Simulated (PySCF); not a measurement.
Stepwise substitution at one centre (Si Br-NH2). Gas-phase values, no solvent. One relaxed conformer stands for each flexible species; it need not be the lowest. Strings in code marks are SMILES.

Method: PySCF 2.14.0 with PBE-D3(BJ)/def2-TZVP // PBE0-D3(BJ)/def2-TZVP. Excitations are Tamm–Dancoff values on a coarser integration grid. The basis has no diffuse functions, so Rydberg states are missing or too high.

```json
[
 {"species": "0 of 4 Br replaced by NH2", "S1–T1 gap (TDA) (eV)": "–", "HOMO (eV)": "-7.40", "S1 excitation (TDA) (eV)": "5.02"},
 {"species": "1 of 4 Br replaced by NH2 (`Br[Si](Br)(Br)N`)", "S1–T1 gap (TDA) (eV)": "0.20", "HOMO (eV)": "-6.73", "S1 excitation (TDA) (eV)": "5.16"},
 {"species": "2 of 4 Br replaced by NH2 (`Br[Si](Br)(N)N`)", "S1–T1 gap (TDA) (eV)": "0.28", "HOMO (eV)": "[?]", "S1 excitation (TDA) (eV)": "[?]"},
 {"species": "4 of 4 Br replaced by NH2", "S1–T1 gap (TDA) (eV)": "0.15", "HOMO (eV)": "-5.22", "S1 excitation (TDA) (eV)": "5.33"}
]
```

Q: Fill in the missing entries.

A: 
- 2 of 4 Br replaced by NH2 (`Br[Si](Br)(N)N`), HOMO (eV): -6.43
- 2 of 4 Br replaced by NH2 (`Br[Si](Br)(N)N`), S1 excitation (TDA) (eV): 5.86
